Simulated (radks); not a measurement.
Spherical quantum dot in the effective-mass picture: electrons in a well V = -V0 / (1 + exp((r - R)/a)) with V0 = 44.3, R = 1.34, a = 0.069, with a point charge +1 (a donor) at the centre, all in effective atomic units (hartree* = m*/eps^2 hartree, bohr* = eps/m* bohr), one dielectric constant everywhere. Method: non-relativistic Kohn-Sham, LDA (Slater exchange, Perdew-Wang correlation), spin-polarised, spherical densities; computed with a radial shooting solver with Libxc functionals. Levels are named by radial order and angular momentum (1s, 1p, 1d, 2s, ...), and open shells are averaged over m. Results are scaled to m* = 0.144 and eps = 13.6, for which hartree* = 21.19 meV and bohr* = 4.998 nm.

N = 18, configuration 1s2 1p6 1d10. This is the lowest configuration that the search found. Occupied and some empty levels:

level,occupation,eigenvalue (meV),<r> (nm)
1s,2,-533.92,3.756
1p,6,-485.75,4.382
1d,10,-423.03,4.730
2s,0,-388.38,3.391
1f,0,-345.61,4.986
2p,0,-275.60,3.877

Energy (meV): total -11533.1, kinetic 2179.0, external -16762, Hartree 3446.1, exchange-correlation -396.58.

Electron density:

r (nm),n(r) (e/nm^3)
0.419,0.009512
0.886,0.009245
1.35,0.01013
1.82,0.01214
2.29,0.01519
2.75,0.01892
3.22,0.02266
3.69,0.02543
4.15,0.02616
4.62,0.02404
5.09,0.01905
5.55,0.01244
6.02,0.006254
6.49,0.002236
6.95,0.0005884
7.42,0.0001283
7.89,0.00002594
8.35,5.315e-06
8.82,1.103e-06
9.29,2.294e-07
